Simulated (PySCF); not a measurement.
PySCF input (M06-L/def2-TZVPD):

```python
from pyscf import gto, scf, dft

mol = gto.M(
    atom='''
    Ga    0.80512851   -0.01448369   -0.09027700
    Cl   -0.85253169    1.35517224   -1.18932167
    Cl   -0.61564382   -1.32876081    1.35394444
    ''',
    basis='def2-tzvpd',
    charge=-1,
    spin=0,
    verbose=4,
)

mf = dft.RKS(mol, xc='m06l').density_fit(auxbasis='def2-universal-jkfit')
mf.grids.level = 4
mf.conv_tol = 1e-9
mf.max_cycle = 100
mf.max_memory = 1500
mf.kernel()
if not mf.converged:
    mf = mf.newton()
    mf.kernel(mf.make_rdm1())
mf.analyze()
```

Output:

```
PySCF version 2.14.0

[INPUT] verbose = 4
[INPUT] num. atoms = 3
[INPUT] num. electrons = 66
[INPUT] charge = -1
[INPUT] spin (= nelec alpha-beta = 2S) = 0
[INPUT] symmetry False subgroup None
[INPUT] Mole.unit = angstrom
[INPUT] Symbol           X                Y                Z      unit          X                Y                Z       unit  Magmom
[INPUT]  1 Ga     0.805128510000  -0.014483690000  -0.090277000000 AA    1.521472378979  -0.027370207373  -0.170598805347 Bohr   0.0
[INPUT]  2 Cl    -0.852531690000   1.355172240000  -1.189321670000 AA   -1.611051406613   2.560904385213  -2.247492230310 Bohr   0.0
[INPUT]  3 Cl    -0.615643820000  -1.328760810000   1.353944440000 AA   -1.163398210081  -2.510994015955   2.558584179478 Bohr   0.0

nuclear repulsion = 272.240111422233
number of shells = 50
number of NR pGTOs = 250
number of NR cGTOs = 146
basis = def2-tzvpd
ecp = {}

******** <class 'pyscf.df.df_jk.DFRKS'> ********
method = DFRKS
initial guess = minao
damping factor = 0
level_shift factor = 0
DIIS = <class 'pyscf.scf.diis.CDIIS'>
diis_start_cycle = 1
diis_space = 8
diis_damp = 0
SCF conv_tol = 1e-09
SCF conv_tol_grad = None
SCF max_cycles = 100
direct_scf = False
XC library pyscf.dft.libxc version 7.1.2
    S. Lehtola, C. Steigemann, M. J. T. Oliveira, and M. A. L. Marques,  SoftwareX 7, 1–5 (2018)
XC functionals = m06l
    Y. Zhao and D. G. Truhlar,  J. Chem. Phys. 125, 194101 (2006)
    Y. Zhao and D. G. Truhlar,  J. Chem. Phys. 125, 194101 (2006)
    Y. Zhao and D. G. Truhlar,  Theor. Chem. Acc. 120, 215 (2008)
radial grids:
    Treutler-Ahlrichs [JCP 102, 346 (1995); DOI:10.1063/1.469408] (M4) radial grids

becke partition: Becke, JCP 88, 2547 (1988); DOI:10.1063/1.454033
pruning grids: <function nwchem_prune>
grids dens level: 4
symmetrized grids: False
atomic radii adjust function: <function treutler_atomic_radii_adjust>
small_rho_cutoff = 0
Set gradient conv threshold to 3.16228e-05
Initial guess from minao.
tot grids = 87760
init E= -2844.71134557889
  HOMO = -0.226179232303519  LUMO = -0.071211469717305  gap/eV = 4.21689
cycle= 1 E= -2845.28959997926  delta_E= -0.578  |g|= 0.777  |ddm|= 1.53
  HOMO = 0.0249779324006267  LUMO = 0.0918666783071203  gap/eV = 1.82014
cycle= 2 E= -2844.99484561443  delta_E= 0.295  |g|= 1.39  |ddm|= 1.75
  HOMO = -0.012614680746303  LUMO = 0.114800427837989  gap/eV = 3.46714
cycle= 3 E= -2845.39833521488  delta_E= -0.403  |g|= 0.135  |ddm|= 1.13
  HOMO = -0.0311774724713203  LUMO = 0.0933661162757851  gap/eV = 3.38900
[...]
cycle= 11 E= -2845.40465850619  delta_E= -9.77e-10  |g|= 1.31e-05  |ddm|= 0.000373
  HOMO = -0.0321397509282022  LUMO = 0.0949105152643703  gap/eV = 3.45721
Extra cycle  E= -2845.4046585062  delta_E= -6.37e-12  |g|= 1.88e-05  |ddm|= 0.000122
converged SCF energy = -2845.4046585062
**** SCF Summaries ****
Total Energy =                       -2845.404658506200576
Nuclear Repulsion Energy =             272.240111422232872
One-electron Energy =                -4513.222714278598687
Two-electron Energy =                 1395.577944350164898
Two-electron Coulomb Energy =         1527.383633654541654
DFT Exchange-Correlation Energy =     -131.805689304376699
HOMO-LUMO gap [eV] =                     3.457213837309847
**** MO energy ****
MO #1   energy= -371.719308029304  occ= 2
MO #2   energy= -100.948580470802  occ= 2
MO #3   energy= -100.948579419434  occ= 2
MO #4   energy= -45.6205302772643  occ= 2
MO #5   energy= -40.2759326826853  occ= 2
MO #6   energy= -40.2748206638603  occ= 2
MO #7   energy= -40.2745530392021  occ= 2
MO #8   energy= -9.17864423720657  occ= 2
MO #9   energy= -9.1786419872698   occ= 2
MO #10  energy= -6.88220305636954  occ= 2
MO #11  energy= -6.88219898260387  occ= 2
MO #12  energy= -6.88034771209042  occ= 2
MO #13  energy= -6.88034743131209  occ= 2
MO #14  energy= -6.87959305618061  occ= 2
MO #15  energy= -6.87959007550338  occ= 2
MO #16  energy= -5.30910027372537  occ= 2
MO #17  energy= -3.54734908770792  occ= 2
MO #18  energy= -3.54396395127907  occ= 2
MO #19  energy= -3.54262132410299  occ= 2
MO #20  energy= -0.575675015138005 occ= 2
MO #21  energy= -0.574267878090479 occ= 2
MO #22  energy= -0.56786369642626  occ= 2
MO #23  energy= -0.566866294101461 occ= 2
MO #24  energy= -0.564244832928903 occ= 2
MO #25  energy= -0.551436460071285 occ= 2
MO #26  energy= -0.53938200674275  occ= 2
MO #27  energy= -0.194914289952294 occ= 2
MO #28  energy= -0.122469585504171 occ= 2
MO #29  energy= -0.100645380257599 occ= 2
MO #30  energy= -0.100045172842053 occ= 2
MO #31  energy= -0.0907200239823362 occ= 2
MO #32  energy= -0.0815474191131786 occ= 2
MO #33  energy= -0.0321397509282022 occ= 2
MO #34  energy= 0.0949105152643703 occ= 0
MO #35  energy= 0.13254297185101   occ= 0
MO #36  energy= 0.140778972851809  occ= 0
MO #37  energy= 0.141448411917219  occ= 0
MO #38  energy= 0.165334772119687  occ= 0
MO #39  energy= 0.1714033967961    occ= 0
MO #40  energy= 0.184646726835908  occ= 0
MO #41  energy= 0.193769584519934  occ= 0
MO #42  energy= 0.195406821837272  occ= 0
MO #43  energy= 0.197468616749362  occ= 0
MO #44  energy= 0.22465664540991   occ= 0
MO #45  energy= 0.240906610728107  occ= 0
MO #46  energy= 0.244871156782908  occ= 0
MO #47  energy= 0.253821681219919  occ= 0
MO #48  energy= 0.256676931742551  occ= 0
MO #49  energy= 0.31382166587216   occ= 0
MO #50  energy= 0.32665925787958   occ= 0
MO #51  energy= 0.341923085972919  occ= 0
MO #52  energy= 0.355401506233318  occ= 0
MO #53  energy= 0.376414020577369  occ= 0
MO #54  energy= 0.381538609868771  occ= 0
MO #55  energy= 0.382996781938809  occ= 0
MO #56  energy= 0.38329234220478   occ= 0
MO #57  energy= 0.386351242220479  occ= 0
MO #58  energy= 0.386913213294596  occ= 0
MO #59  energy= 0.405814767759937  occ= 0
MO #60  energy= 0.425179804519645  occ= 0
MO #61  energy= 0.433036003965876  occ= 0
MO #62  energy= 0.47268814411431   occ= 0
MO #63  energy= 0.482127848388282  occ= 0
MO #64  energy= 0.485210391437011  occ= 0
MO #65  energy= 0.532104834504198  occ= 0
MO #66  energy= 0.54051248751247   occ= 0
MO #67  energy= 0.548542731847956  occ= 0
MO #68  energy= 0.578159937258639  occ= 0
MO #69  energy= 0.588129181878808  occ= 0
MO #70  energy= 0.661159359442155  occ= 0
MO #71  energy= 0.665742317770621  occ= 0
MO #72  energy= 0.695186886978148  occ= 0
MO #73  energy= 0.701670731433564  occ= 0
MO #74  energy= 0.75858837962712   occ= 0
MO #75  energy= 0.766263737854025  occ= 0
MO #76  energy= 0.784939402161172  occ= 0
MO #77  energy= 0.794685048673538  occ= 0
MO #78  energy= 0.796058062493358  occ= 0
MO #79  energy= 0.801102853439194  occ= 0
MO #80  energy= 0.807746763922224  occ= 0
MO #81  energy= 0.814699868668422  occ= 0
MO #82  energy= 0.823148106882287  occ= 0
MO #83  energy= 0.848048492353875  occ= 0
MO #84  energy= 0.912539739499984  occ= 0
MO #85  energy= 0.955301147958103  occ= 0
MO #86  energy= 1.07602316229132   occ= 0
MO #87  energy= 1.08675272094239   occ= 0
MO #88  energy= 1.0876116696171    occ= 0
MO #89  energy= 1.12261197359357   occ= 0
MO #90  energy= 1.14927930215194   occ= 0
MO #91  energy= 1.15172398685479   occ= 0
MO #92  energy= 1.21008553082528   occ= 0
MO #93  energy= 1.22452386127531   occ= 0
MO #94  energy= 1.25417026406388   occ= 0
MO #95  energy= 1.28815435706997   occ= 0
MO #96  energy= 1.29389870290083   occ= 0
MO #97  energy= 1.2990889220551    occ= 0
MO #98  energy= 1.4270686976504    occ= 0
MO #99  energy= 1.48205660876098   occ= 0
MO #100 energy= 2.18161911985342   occ= 0
MO #101 energy= 2.18338979076245   occ= 0
MO #102 energy= 2.19365382964015   occ= 0
MO #103 energy= 2.2005142829231    occ= 0
MO #104 energy= 2.22283991610142   occ= 0
MO #105 energy= 2.23548491998985   occ= 0
MO #106 energy= 2.24508697619886   occ= 0
MO #107 energy= 2.25085509833058   occ= 0
[...]
```
